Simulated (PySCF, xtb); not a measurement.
Al(Cl)(NHMe)(OH) (CH5AlClNO), SMILES C[NH][Al]([OH])[Cl]. Other conformers were not sampled.

Harmonic wavenumbers (cm⁻¹) from GFN2-xTB run with xtb at its own minimum, in rising order: 96, 102, 151, 166, 251, 257, 286, 412, 474, 502, 703, 912, 1023, 1107, 1126, 1315, 1414, 1487, 1497, 2915, 2938, 3021, 3389, 3790.

Problem. What does PBE0-D3(BJ)/def2-SVP (PySCF 2.14.0) give at its own minimum? (Estimate from the structure and the level; the computed values follow.)

Solution. 103, 103, 156, 181, 254, 290, 299, 496, 523, 578, 750, 921, 1083, 1140, 1182, 1391, 1452, 1469, 1496, 3010, 3073, 3139, 3632, 4001. Paired by order, the mean absolute difference is 60 cm⁻¹ and the zero-point energies are 41.9 and 43.9 kcal/mol.
